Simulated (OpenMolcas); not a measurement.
# Fe2+, Ru2+, Os2+: d6 down the group

```json
{
 "Program": "OpenMolcas",
 "Method": "MS-CASPT2, IPEA 0.25 Eh, imaginary shift 0.1 Eh",
 "Basis": "ANO-RCC-VTZP",
 "Scalar Hamiltonian": "DKH2, point nucleus",
 "Spin-orbit coupling": "state interaction with AMFI integrals over the reference wave functions, term energies averaged over their components"
}
```

Active space for each ion: 6 electrons in 6 orbitals (d s); closed shells correlated by CASPT2: Fe2+ 3s 3p; Ru2+ 4s 4p; Os2+ 5s 5p.

Computed levels in cm-1 above 5D4:

```tsv
Level	Fe2+	Ru2+	Os2+
5D3	479	1227	4610
5D2	814	1942	4550
5D1	1028	2410	6980
5D0	1134	2640	7290
3H6	20100	16100	18130
3H5	20330	16290	25170
3P1(1)	20460	18880	28820
3F2(1)	21770	18040	19780
3G5	24510	19480	17080
weight of 5D in the lowest level (%)	100	98	85
```

Mixed levels, with the weight of the term that names them: Os2+ 5D2 (68 %), Os2+ 3H5 (58 %), Os2+ 3P1(1) (66 %), Os2+ 3F2(1) (63 %), Os2+ 3G5 (59 %).

Measured, with the error of the calculation in %. Measured levels: Fe2+ from Corliss and Sugar, J. Phys. Chem. Ref. Data 11, 135 (1982); Ru2+ from Moore, Atomic Energy Levels, vol. III, NSRDS-NBS 35 (1971 reprint of NBS Circular 467, 1958).

```json
{"Level": "5D3", "Fe2+": "436 (+9.8)", "Ru2+": "1159 (+5.9)"}
{"Level": "5D2", "Fe2+": "739 (+10.1)", "Ru2+": "1826 (+6.3)"}
{"Level": "5D1", "Fe2+": "932 (+10.3)", "Ru2+": "2266 (+6.5)"}
{"Level": "5D0", "Fe2+": "1027 (+10.3)", "Ru2+": "2476 (+6.6)"}
{"Level": "3H6", "Fe2+": "20051 (+0.2)", "Ru2+": ""}
{"Level": "3H5", "Fe2+": "20301 (+0.1)", "Ru2+": ""}
{"Level": "3P1(1)", "Fe2+": "20688 (-1.1)", "Ru2+": ""}
{"Level": "3F2(1)", "Fe2+": "21857 (-0.4)", "Ru2+": ""}
{"Level": "3G5", "Fe2+": "24559 (-0.2)", "Ru2+": ""}
```

The fine-structure level 5D0 changes by a factor of 6.43 from Fe2+ to Os2+.

Without spin-orbit coupling 3H lies 19850, 15480, 15540 cm-1 above 5D in that order; the difference to the level 3H6, of either sign, comes from spin-orbit coupling, which also lowers the zero.

CASPT2 does not keep the components of a term degenerate, so their means are used; among the terms shown or strongly mixed into the levels shown the widest spread is 1300 cm-1 (5d6 1I, Os2+). Blocks of more than 70 roots (2S+1 = 3 even) ran without multistate coupling. Some high roots are left out of the spin-orbit mixing, which shifts the levels that they would mix with. Configurations are named by rounded mean occupations; where the s occupation lies near a half they are strongly mixed, a name can repeat and a true partner stay unpaired (holds for Os2+). The lowest spin-free term belongs to 5d5 6s, not to the configuration of the lowest level (holds for Os2+). Computed and measured levels are paired by configuration, term and J; levels that our copy of the source lacks, or whose pairing is in doubt (as where it misses far off the trend of its configuration), stay unpaired and out of the deviations. Levels of configurations outside the active space are missing.

A number in round brackets counts repeated terms of one configuration in the order of the reference energies.
